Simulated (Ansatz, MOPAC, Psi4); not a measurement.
Species: AlOF, charge 0, multiplicity 1. SMILES: [O]=[Al][F]
Structure (B3LYP-D3(BJ)/def2-TZVP (Ansatz, a first-principles code) minimum search):
```
Al
O 1 1.5973
F 1 1.6364 2 180.00
```
Charge 0, spin multiplicity 1.

Quantity: vertical ionisation energy to the doublet, in eV. Set-up: open shells spin-unrestricted; each state is the SCF solution reached for its charge and spin; 6-311+G** with 5d, 6d on Na to Ar in Ansatz; six Cartesian d functions in 6-31G* and its kin unless marked 5d; frozen cores in correlated levels; non-relativistic; dispersion terms only where a functional's name holds one; no spin-orbit coupling. Basis-set limits of correlation are two-point, X^-3; Hartree-Fock from the larger set. [CCSD(T)-MP2]/basis is that difference in the basis named. Ab initio and DFT rows: single points at B3LYP-D3(BJ) geometries (Ansatz). Semi-empirical rows: differences of heats of formation at the shared geometry for vertical values.

Coupled cluster (Ansatz) is a level with limits of its own, used here on species with T1 under 0.025 (0.045 for open shells) and stable references: RI-MP2/CBS(aug-cc-pV(T+d)Z,aug-cc-pV(Q+d)Z)+[CCSD(T)-MP2]/aug-cc-pV(T+d)Z.

Value to compare with, RI-MP2/CBS(aug-cc-pV(T+d)Z,aug-cc-pV(Q+d)Z)+[CCSD(T)-MP2]/aug-cc-pV(T+d)Z (Ansatz): 10.66 eV.

```json
[
 {"level": "AM1", "program": "MOPAC", "vertical ionisation energy to the doublet (eV)": "10.19", "difference": "-0.47"},
 {"level": "PM3", "program": "MOPAC", "vertical ionisation energy to the doublet (eV)": "10.23", "difference": "-0.43"},
 {"level": "PM6", "program": "MOPAC", "vertical ionisation energy to the doublet (eV)": "10.07", "difference": "-0.59"},
 {"level": "HF/6-31G*", "program": "Ansatz", "vertical ionisation energy to the doublet (eV)": "8.22", "difference": "-2.44"},
 {"level": "B3LYP/STO-3G", "program": "Ansatz", "vertical ionisation energy to the doublet (eV)": "5.66", "difference": "-5.00"},
 {"level": "B3LYP/6-311+G**", "program": "Ansatz", "vertical ionisation energy to the doublet (eV)": "10.71", "difference": "0.05"},
 {"level": "wB97X-D/6-31G*", "program": "Psi4", "vertical ionisation energy to the doublet (eV)": "10.24", "difference": "-0.42"},
 {"level": "MP2/6-31G*", "program": "Ansatz", "vertical ionisation energy to the doublet (eV)": "10.41", "difference": "-0.25"},
 {"level": "MP2/6-311+G**", "program": "Ansatz", "vertical ionisation energy to the doublet (eV)": "10.75", "difference": "0.09"},
 {"level": "PBE0/def2-TZVPD", "program": "Ansatz", "vertical ionisation energy to the doublet (eV)": "10.38", "difference": "-0.28"},
 {"level": "wB97X-V/def2-TZVPD", "program": "Ansatz", "vertical ionisation energy to the doublet (eV)": "10.38", "difference": "-0.28"}
]
```

Among the 9 habitual levels, B3LYP/STO-3G lies farthest from RI-MP2/CBS(aug-cc-pV(T+d)Z,aug-cc-pV(Q+d)Z)+[CCSD(T)-MP2]/aug-cc-pV(T+d)Z (Ansatz) (-5.00 eV); 2 of 9 lie above it, and their mean absolute difference is 1.08 eV, the median 0.43. One case shows no general order.

The levels are drawn from those run, B3LYP/6-31G* more often than the rest, none by its result; left out are runs that failed, that the program found above a lower state of the same kind, or whose <S^2> lies over 0.5 above the pure value.
